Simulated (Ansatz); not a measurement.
`B[SiH](O)[SiH3]` + CH₃SH → `CS[SiH3]` + `B[SiH2]O` at 298.15 K and 1 bar (cleavage of the Si–Si bond).

Computed with Ansatz on PBE0-D4/def2-TZVP structures; ΔE is electronic, products minus reactants. CBS: MP2 limit from def2 TZ/QZ plus the TZ coupled-cluster correction, frozen cores. This one scheme is used for every species. Each species was taken in one conformer, which may not be the lowest.

```tsv
species	CCSD(T)/CBS energy (Eh)	H − E (kJ/mol)	S (J/(mol·K))
`B[SiH](O)[SiH3]`	-682.33266	201.2	361.6
CH₃SH	-438.22835	133.0	253.2
`CS[SiH3]`	-728.52947	184.9	312.0
`B[SiH2]O`	-392.05150	149.3	299.9
```

H − E and S are ideal-gas, rigid-rotor, harmonic terms from PBE0-D4/def2-TZVP, for one conformer and one mirror image of each species. 1 Eh = 2625.50 kJ/mol, R = 8.31446 J/(mol·K).

**Question.** By hand: ΔE, ΔH, ΔS and ΔG.

**Answer.** ΔE = (-728.52947) + (-392.05150) − (-682.33266) − (-438.22835) = -0.01996 Eh = -52.4 kJ/mol. Δ(H − E) = 184.9 + 149.3 − 201.2 − 133.0 = 0.0, so ΔH = -52.4 kJ/mol. ΔS = 312.0 + 299.9 − 361.6 − 253.2 = -2.9 J/(mol·K). ΔG = -52.4 − 298.15 × (-2.9)/1000 = -51.5 kJ/mol.

**Question.** By hand: the equilibrium constant, and the temperature at which ΔG would vanish if ΔH and ΔS stayed fixed.

**Answer.** log₁₀ K = −ΔG/(RT ln 10) = 9.0. ΔG = 0 at ΔH/ΔS = 18069 K, far beyond where these terms or the molecules hold.

The number of gas molecules stays the same, so ΔS is small and ΔH decides. A doubt of 5 kJ/mol in ΔE shifts log₁₀ K by 0.9 here. Other conformers and mirror images would add mixing entropy, several J/(mol·K) or more a flexible species. These are equilibria of isolated gas molecules and say nothing of rates. Largest T1 diagnostic: 0.014 (customary marks: 0.02 for closed shells, 0.045 for open ones).
